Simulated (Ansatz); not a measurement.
ClH3SbSi (`[SiH3][Sb][Cl]`) radical, relaxed with UKS PBE0-D4/def2-TZVP in Ansatz 0.2.0 from a PBE-D4/def2-SVP geometry. The force threshold is 0.005 eV/Å; the program also tests the step.

Total charge 0; spin multiplicity 2. Sb takes the def2 core potential.

Start:

```xyz
6

Si   -0.285    0.667    0.101
Sb    0.633   -1.081   -1.594
Cl    1.048   -2.627    0.210
H    -1.479    0.107    0.824
H     0.780    1.022    1.103
H    -0.697    1.912   -0.644
```

Q: How much energy does the relaxation release, and in how many steps? (An estimate is asked.)

A: Computed: 2.95 kJ/mol, in 5 steps.

Q: Which bonds change most? (Estimate.)

A: The calculation gave: Sb2–Cl3 from 2.412 to 2.359 Å; Si1–Sb2 from 2.602 to 2.577 Å; Si1–H6 from 1.508 to 1.489 Å; Si1–H4 from 1.505 to 1.486 Å.

Q: Give the relaxed structure. (Best estimate.)

A: Computed: 
```xyz
6

Si   -0.286    0.669    0.108
Sb    0.628   -1.076   -1.554
Cl    1.045   -2.618    0.182
H    -1.468    0.115    0.818
H     0.768    1.023    1.094
H    -0.688    1.887   -0.648
```
